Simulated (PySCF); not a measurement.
# Correlation energy of Sn (tin, neutral)

[Kr] 4d10 5s2 5p2, high-spin 3P determinant. Calculation: PySCF 2.14, in ANO-RCC-VTZP; scalar relativity by spin-free X2C-1e. Frozen: [Kr] 4d10; 4 electrons correlated.

| level | correlation energy (mhartree) |
| --- | --- |
| CCSD | -53.30 |
| (T) | -1.24 |
| CCSD(T) | -54.54 |

Diagnostics: T1 = 0.0084, D1 = 0.0232, largest double amplitude 0.082.

Cost of the coupled-cluster step: of the order of 1.6 core-seconds, for 4 correlated electrons.

Iterations:

```
CC2 = 0
CCSD nocc = (np.int64(3), np.int64(1)), nmo = (45, 45)
frozen orbitals [[0, 1, 2, 3, 4, 5, 6, 7, 8, 9, 10, 11, 12, 13, 14, 15, 16, 17, 18, 19, 20, 21, 22], [0, 1, 2, 3, 4, 5, 6, 7, 8, 9, 10, 11, 12, 13, 14, 15, 16, 17, 18, 19, 20, 21, 22]]
max_cycle = 100
direct = 0
conv_tol = 1e-08
conv_tol_normt = 1e-06
diis_space = 8
diis_start_cycle = 0
Init t2, MP2 energy = -0.0404011299728527
Init E_corr(UCCSD) = -0.0404011299746044
cycle = 1  E_corr(UCCSD) = -0.0493432538536726  dE = -0.00894212388  norm(t1,t2) = 0.0480305
cycle = 2  E_corr(UCCSD) = -0.0518586725491319  dE = -0.0025154187  norm(t1,t2) = 0.0179217
cycle = 3  E_corr(UCCSD) = -0.0533038100868103  dE = -0.00144513754  norm(t1,t2) = 0.00802377
cycle = 4  E_corr(UCCSD) = -0.0532972229255405  dE = 6.58716127e-06  norm(t1,t2) = 0.00144702
cycle = 5  E_corr(UCCSD) = -0.0533063629464789  dE = -9.14002094e-06  norm(t1,t2) = 0.000211845
cycle = 6  E_corr(UCCSD) = -0.053303845763278  dE = 2.5171832e-06  norm(t1,t2) = 3.58042e-05
cycle = 7  E_corr(UCCSD) = -0.0533049433343842  dE = -1.09757111e-06  norm(t1,t2) = 5.76603e-06
cycle = 8  E_corr(UCCSD) = -0.0533046468604213  dE = 2.96473963e-07  norm(t1,t2) = 1.35122e-06
cycle = 9  E_corr(UCCSD) = -0.0533046773175727  dE = -3.04571513e-08  norm(t1,t2) = 2.26581e-07
cycle = 10  E_corr(UCCSD) = -0.05330467886101  dE = -1.54343729e-09  norm(t1,t2) = 4.73766e-08
UCCSD converged
E(UCCSD) = -6173.605273669836  E_corr = -0.05330467886100997
UCCSD(T) correction = -0.00124456358375883
```
